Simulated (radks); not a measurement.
The numbers below are computed, except where a source is named.
All-electron atom: the bromine ion Br5+ in [Ar] 3d10 4s2 (the NIST ground configuration). Code: a radial shooting solver on a logarithmic mesh with Libxc functionals. Model: scalar-relativistic Kohn-Sham, LB94 model potential, spin-polarised, spherical densities, finite nucleus; Fermi nuclear charge, rms radius 4.1629 fm.

Normalised radial functions P(r) = r R(r), r in bohr:

r	3d	4s
0.002753	0.0000	0.0571
0.003129	0.0000	0.0638
0.003585	0.0000	0.0715
0.004074	0.0001	0.0795
0.00463	0.0001	0.0881
0.005263	0.0001	0.0973
0.005981	0.0002	0.1072
0.006853	0.0002	0.1183
0.007788	0.0003	0.1291
0.008852	0.0005	0.1402
0.01006	0.0007	0.1512
0.01153	0.0010	0.1626
0.0131	0.0015	0.1725
0.01489	0.0021	0.1810
0.01692	0.0030	0.1876
0.01923	0.0043	0.1914
0.02204	0.0062	0.1914
0.02504	0.0088	0.1866
0.02846	0.0124	0.1759
0.03235	0.0174	0.1583
0.03706	0.0248	0.1310
0.04212	0.0343	0.0965
0.04788	0.0472	0.0532
0.05441	0.0646	0.0015
0.06185	0.0875	-0.0571
0.07085	0.1196	-0.1241
0.08053	0.1588	-0.1876
0.09153	0.2084	-0.2461
0.104	0.2702	-0.2930
0.1192	0.3505	-0.3219
0.1355	0.4408	-0.3219
0.154	0.5448	-0.2891
0.175	0.6609	-0.2203
0.1989	0.7851	-0.1164
0.2278	0.9195	0.0250
0.259	1.0404	0.1735
0.2943	1.1469	0.3183
0.3345	1.2305	0.4372
0.3832	1.2856	0.5110
0.4356	1.2995	0.5120
0.495	1.2737	0.4365
0.5626	1.2086	0.2853
0.6395	1.1082	0.0708
0.7326	0.9705	-0.2000
0.8327	0.8215	-0.4619
0.9464	0.6646	-0.6948
1.076	0.5111	-0.8670
1.232	0.3634	-0.9594
1.401	0.2470	-0.9541
1.592	0.1564	-0.8685
1.809	0.0913	-0.7245
2.056	0.0486	-0.5515
2.356	0.0221	-0.3703
2.677	0.0093	-0.2274
3.043	0.0034	-0.1236
3.459	0.0010	-0.0586
3.963	0.0002	-0.0225
4.504	0.0000	-0.0076
5.119	0.0000	-0.0021

3d: eigenvalue -150.02 eV, 0 radial nodes, <r> = 0.580 bohr, 90 % of the charge inside 0.952 bohr. 4s: eigenvalue -90.734 eV, 3 radial nodes at r = 0.0546, 0.223, 0.664 bohr, <r> = 1.44 bohr, 90 % of the charge inside 2.08 bohr.
